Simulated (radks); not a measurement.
Problem. Ionisation of the zinc ion Zn3+, [Ar] 3d9, to [Ar] 3d8 as the strength of local exchange is varied. Calculated with a radial shooting solver on a logarithmic mesh with Libxc functionals: non-relativistic Kohn-Sham, Slater X-alpha exchange (alpha = 2/3 is LDA exchange), no correlation, spin-unpolarised, spherical densities, point nucleus.

alpha  E(Zn3+) (hartree)  exchange (hartree)  IE (eV)  -e of the level emptied (eV)  <r> of it (bohr)
0.667        -1771.53045           -64.45970   60.701                   49.617 (3d)            0.8197
0.748        -1779.37569           -72.60694   63.289                   52.000 (3d)            0.8075
0.833        -1787.64548           -81.23008   66.078                   54.580 (3d)            0.7952
0.904        -1794.58229           -88.49051   68.465                   56.795 (3d)            0.7854
x            -1766.99415           -59.76374   59.231                   48.267 (3d)            0.8271

Which alpha was used in the last row?

Solution. alpha = 0.62. NIST Atomic Spectra Database: 59.57 eV (measured). The Delta-SCF value meets it near alpha = 0.63. Spin polarisation and multiplet splitting are left out, so open shells lie too high by an amount that depends on their filling.

Beside tabulated values, note that spin-unpolarised runs miss the spin-polarisation part of the exchange energy of open shells.
